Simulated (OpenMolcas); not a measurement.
# Cr4+: input and output

Input:

```
&GATEWAY
Coord
1

Cr 0.0 0.0 0.0
Basis=ANO-R2
Group=XYZ
NoMove
AngMom=0.0 0.0 0.0
AMFI
&SEWARD
&RASSCF
FileOrb=start.orb
Symmetry=1
Spin=3
nActEl=2 0 0
Inactive=3 6
Ras2=5 0
CIRoot=10 10 1
SDav=10
CIMx=300
Iter=120 100
PrWF=0.3
OrbListing=Nothing
MaxOrb=0
Atom
>>> COPY $Project.JobIph JOB001
&RASSCF
FileOrb=start.orb
Symmetry=1
Spin=1
nActEl=2 0 0
Inactive=3 6
Ras2=5 0
CIRoot=15 15 1
SDav=15
CIMx=300
Iter=120 100
PrWF=0.3
OrbListing=Nothing
MaxOrb=0
Atom
>>> COPY $Project.JobIph JOB002
&RASSI
NrOfJobIphs=2 10 15
1 2 3 4 5 6 7 8 9 10
1 2 3 4 5 6 7 8 9 10 11 12 13 14 15
IphNames
JOB001
JOB002
EJob
SpinOrbit
DIPRint=1.0
SOCoupling=1000.0
Subsets=2
MEES
Property=10
'ANGMOM' 1 'ANGMOM' 2 'ANGMOM' 3 'MLTPL  1' 1 'MLTPL  1' 2 'MLTPL  1' 3
'AMFI' 1 'AMFI' 2 'AMFI' 3 'MLTPL  2' 6
SOProperty=3
'ANGMOM' 1 'ANGMOM' 2 'ANGMOM' 3
```

A driver script runs the steps one by one and writes start.orb anew before each from the orbitals found so far.

Output, cut to the results:

```
--- SEWARD ---
Basis set label: CR.ANO-R...6S4P4D2F.

      Electronic valence basis set:
      ------------------
      Associated Effective Charge  24.000000 au
      Associated Actual Charge     24.000000 au
      Nuclear Model: Finite nucleus - Gaussian distribution
        Gaussian exponent, Xi/bohr**(-2):  3.08426E+08

      Shell  nPrim  nBasis  Cartesian Spherical Contaminant
         s      20       6        X
         p      12       4        X
         d       9       4                 X
         f       5       2                 X
                  Relativistic X2C integrals
                  Atomic mean-field integrals
--- RASSCF ---
Wave function specifications:
      -----------------------------

      Number of closed shell electrons          18
      Number of electrons in active shells       2
      Max number of holes in RAS1 space          0
      Max nr of electrons in RAS3 space          0
      Number of inactive orbitals                9
      Number of active orbitals                  5
      Number of secondary orbitals              38
      Spin quantum number                      1.0
      State symmetry                             1
Orbital specifications:
      -----------------------

      Symmetry species                           1   2
                                                ag  au
      Frozen orbitals                            0   0
      Inactive orbitals                          3   6
      Active orbitals                            5   0
      RAS1 orbitals                              0   0
      RAS2 orbitals                              5   0
      RAS3 orbitals                              0   0
      Secondary orbitals                        18  20
      Deleted orbitals                           0   0
      Number of basis functions                 26  26
      Number of CSFs                            10
      Number of root(s) required                10
      Iter CI   SX   CI       RASSCF       Energy    max ROT     max BLB   max BLB  Level Ln srch  Step   QN
          iter iter root      energy       change     param      element    value   shift minimum  type update
 Nr of preliminary CI iterations:   1
      Total energies have been shifted. Add                -1000.00 au
        1   1    7    0   -45.51797468    0.00E+00   2.09E-01*   4  10 2 -6.15E-01*  0.00   0.00    SX    NO
        2   1    7    0   -45.98066499   -4.63E-01*  2.19E-02    5  11 2  1.71E-01*  0.00   0.00    SX    NO
        3   1    6    0   -45.99056874   -9.90E-03*  1.07E-02    6  12 2 -2.88E-02*  0.00   0.00    SX    NO
        4   1    6    0   -45.99135159   -7.83E-04*  4.26E-03    4  10 2  1.22E-02*  0.00   0.00    SX    NO
        5   1    6    0   -45.99143906   -8.75E-05*  1.37E-03    4  10 2 -3.90E-03*  0.00   0.73    QN   YES
        6   1    4    0   -45.99145393   -1.49E-05* -7.86E-05    4  10 2 -9.15E-05   0.00   1.00    QN   YES
        7   1    4    0   -45.99145395   -2.73E-08*  1.96E-05    4  10 2  4.06E-05   0.00   0.76    QN   YES
        8   1    3    0   -45.99145396   -3.13E-09   1.22E-06    5  11 2  1.18E-06   0.00   1.00    QN   YES
      Convergence after  8 iterations
        9   1    3    0   -45.99145396   -5.23E-12   1.22E-06    8  16 1  2.40E-07   0.00   1.00    QN   YES
      Natural orbitals and occupation numbers for root  1
      sym 1:   0.000000   0.207859   0.792141   0.792141   0.207859
      Natural orbitals and occupation numbers for root  2
      sym 1:   0.712904   0.287096  -0.000000   0.287096   0.712904
      Natural orbitals and occupation numbers for root  3
      sym 1:   0.086318   0.913682   0.000000   0.086318   0.913682
::    RASSCF root number  1 Total energy:  -1046.01738186
::    RASSCF root number  2 Total energy:  -1046.01738186
::    RASSCF root number  3 Total energy:  -1046.01738186
::    RASSCF root number  4 Total energy:  -1046.01738186
::    RASSCF root number  5 Total energy:  -1046.01738186
::    RASSCF root number  6 Total energy:  -1046.01738186
::    RASSCF root number  7 Total energy:  -1046.01738186
::    RASSCF root number  8 Total energy:  -1045.93095552
::    RASSCF root number  9 Total energy:  -1045.93095552
::    RASSCF root number 10 Total energy:  -1045.93095552
--- RASSCF ---
Wave function specifications:
      -----------------------------

      Number of closed shell electrons          18
      Number of electrons in active shells       2
      Max number of holes in RAS1 space          0
...
--- RASSI ---
SPIN-FREE ENERGIES:
  (Shifted by EMIN (a.u.) =      -1046.0173818572)

 SF State       Relative EMIN(au)   Rel lowest level(eV)    D:o, cm**(-1)      L_eff

     1             0.0000000000        0.0000000000              0.0000         3.0
     2             0.0000000000        0.0000000000              0.0000         3.0
     3             0.0000000000        0.0000000000              0.0000         3.0
     4             0.0000000000        0.0000000000              0.0000         3.0
     5             0.0000000000        0.0000000000              0.0000         3.0
     6             0.0000000000        0.0000000000              0.0000         3.0
     7             0.0000000000        0.0000000000              0.0000         3.0
    11             0.0721842135        1.9642325140          15842.6036         2.0
    12             0.0721842135        1.9642325140          15842.6036         2.0
    13             0.0721842135        1.9642325140          15842.6036         2.0
    14             0.0721842135        1.9642325140          15842.6036         2.0
    15             0.0721842135        1.9642325140          15842.6036         2.0
    10             0.0864263328        2.3517803243          18968.3875         1.0
     8             0.0864263328        2.3517803243          18968.3875         1.0
     9             0.0864263328        2.3517803243          18968.3875         1.0
    16             0.1119895033        3.0473896307          24578.8550         4.0
    17             0.1119895033        3.0473896307          24578.8550         4.0
    18             0.1119895033        3.0473896307          24578.8550         4.0
    19             0.1119895033        3.0473896307          24578.8550         4.0
    20             0.1119895033        3.0473896307          24578.8550         4.0
    21             0.1119895033        3.0473896307          24578.8550         4.0
...
```

Levels above the lowest, from the spin-orbit matrix, grouped by J:

| Configuration | Term | J | E (cm⁻¹) | Measured (cm⁻¹) | g | Term weight % |
| --- | --- | --- | --- | --- | --- | --- |
| 3d² | ³F | 2 | 0.0 | 0.0 | 0.666 | 100 |
| 3d² | ³F | 3 | 511 | 508 | 1.084 | 100 |
| 3d² | ³F | 4 | 1168 | 1142 | 1.251 | 100 |
| 3d² | ¹D | 2 | 16468 | 13188 | 1.010 | 98 |
| 3d² | ³P | 0 | 19299 | 15492 |  | 100 |
| 3d² | ³P | 1 | 19480 | 15677 | 1.501 | 100 |
| 3d² | ³P | 2 | 19878 | 16041 | 1.491 | 98 |
| 3d² | ¹G | 4 | 25260 | 22019 | 1.000 | 100 |
| 3d² | ¹S | 0 | 61249 | 51146 |  | 100 |

Against the 8 measured excited levels shown (Sugar and Corliss, J. Phys. Chem. Ref. Data 6, 317 (1977)) the mean absolute deviation is 3500 cm-1; the largest miss in energy is 3d² ¹S₀: computed 61249, measured 51146 cm⁻¹ (+19.8 %), and the largest in proportion 3d² ¹D₂ (+24.9 %).

Without dynamic correlation excited terms often stand tens of per cent too high (terms of higher spin than the ground term too low), and those without a measured partner can miss by more than the paired ones. Measured partners are found by configuration, term and J. A level has none where our copy of the source lacks it or the pairing is in doubt (some pairs that miss far off the trend of their configuration count as doubtful), and it then counts in no deviation. Levels of configurations outside the active space are missing.

The term weight is that of the spin-free term in the level, not the purity of its configuration.
